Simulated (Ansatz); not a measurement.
Mulliken charges of `O[SiH](F)O[SiH2]F` from B3LYP/def2-TZVPP in Ansatz (PBE0-D4/def2-TZVP geometry).

```json
{"atom": "O1", "x (Å)": "-1.536", "y (Å)": "-1.213", "z (Å)": "-0.735", "charge (e)": "-0.380"}
{"atom": "Si2", "x (Å)": "-0.548", "y (Å)": "-1.232", "z (Å)": "0.549", "charge (e)": "0.770"}
{"atom": "F3", "x (Å)": "0.578", "y (Å)": "-2.339", "z (Å)": "0.373", "charge (e)": "-0.313"}
{"atom": "O4", "x (Å)": "0.222", "y (Å)": "0.188", "z (Å)": "0.746", "charge (e)": "-0.370"}
{"atom": "Si5", "x (Å)": "0.807", "y (Å)": "1.488", "z (Å)": "-0.026", "charge (e)": "0.664"}
{"atom": "F6", "x (Å)": "0.433", "y (Å)": "1.349", "z (Å)": "-1.576", "charge (e)": "-0.337"}
{"atom": "H7", "x (Å)": "-1.223", "y (Å)": "-0.861", "z (Å)": "-1.570", "charge (e)": "0.196"}
{"atom": "H8", "x (Å)": "-1.342", "y (Å)": "-1.553", "z (Å)": "1.737", "charge (e)": "-0.084"}
{"atom": "H9", "x (Å)": "0.155", "y (Å)": "2.710", "z (Å)": "0.486", "charge (e)": "-0.073"}
{"atom": "H10", "x (Å)": "2.279", "y (Å)": "1.524", "z (Å)": "0.079", "charge (e)": "-0.072"}
```

Task: By hand: the dipole of these point charges (1 e Å = 4.8032 D).

Result: Σ q r = (-0.014, 0.362, 0.328) e Å, of length 0.489 e Å = 2.35 D.

Task: How does the dipole of the full density compare? (Best estimate.)

Result: Computed: (0.044, 0.312, 0.031) e Å, 1.52 D; the point charges give 1.55 times that, at 38° from its direction.

Point charges leave out the atoms' own dipoles, such as those of lone pairs, and Mulliken's split depends on the basis, so the two needn't agree.

B3LYP here is the variant with VWN-RPA as its local correlation; programs differ in this.
